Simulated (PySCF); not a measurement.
Ga(H)(SeH)2 (GaH3Se2), SMILES [SeH][GaH][SeH]. The structure is a stationary point at B3LYP-D3(BJ)/def2-SVP. The structure was generated by enumeration; whether it is a known compound was not checked. One conformer was computed; it need not be the lowest.

**Question.** Give the equilibrium geometry at B3LYP-D3(BJ)/def2-SVP (PySCF confirms it by a frequency run) as Cartesian coordinates in Å, and its point group. (Estimate from the structure and the level; the computed values follow.)

**Answer.** One answer among several that fit: point group C2v.
```xyz
6

Ga     0.0000     0.0000    -0.7982
H      0.0000     0.0000    -2.3601
Se     0.0000    -2.0408     0.3492
H      0.0000    -1.4061     1.6815
Se     0.0000     2.0408     0.3492
H      0.0000     1.4061     1.6815
```
Charge 0, spin multiplicity 1.
